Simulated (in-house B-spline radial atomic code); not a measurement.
Ionising Ge⁶⁺ with different functionals

Computed with a radial B-spline atomic code at the basis-set limit: four-component Dirac-Coulomb Hamiltonian, Fermi nucleus of rms radius 4.0742 fm, spin-restricted, spherical fractional occupations for the functionals. The ionisation energy is the difference of two self-consistent energies, [Ar] 3d8 → [Ar] 3d7, without Breit or QED terms; ε is the level of the shell that loses the electron (mean over j). The electron is taken from both j subshells in proportion to 2j + 1, so the result is a j average, not the step between ground levels.

Hybrids are left out here: with spherical fractional occupations of an open shell their exact exchange keeps a self-interaction that integer-occupation calculations don't have.

```tsv
method	rung	ΔSCF (eV)	-ε(3d) (eV)
LDA VWN5	LDA	148.31	133.17
relativistic LDA	LDA	148.32	133.19
LDA PW92	LDA	148.29	133.16
LDA exchange-only	LDA	146.14	131.04
PBE	GGA	147.99	132.85
PBEsol	GGA	147.94	132.81
BLYP	GGA	147.90	132.76
RPBE	GGA	147.91	132.77
PW91	GGA	148.16	133.01
BP86	GGA	148.05	132.91
AM05	GGA	147.99	132.85
OLYP	GGA	148.69	133.50
```

Q: How do they compare with the NIST value?

A: NIST lists 145 eV ± 1.5 (tabulated theory, ground level to ground level). Errors run from +1.24 to +3.79 eV. The correlated functionals all miss on the same side by more than they spread, so the cause is common to them (Breit-QED terms, spin polarisation, the choice among j levels, multiplet and fine-structure energies, or a listed next ion that isn't the cheapest removal here) and closeness doesn't rank the functionals.
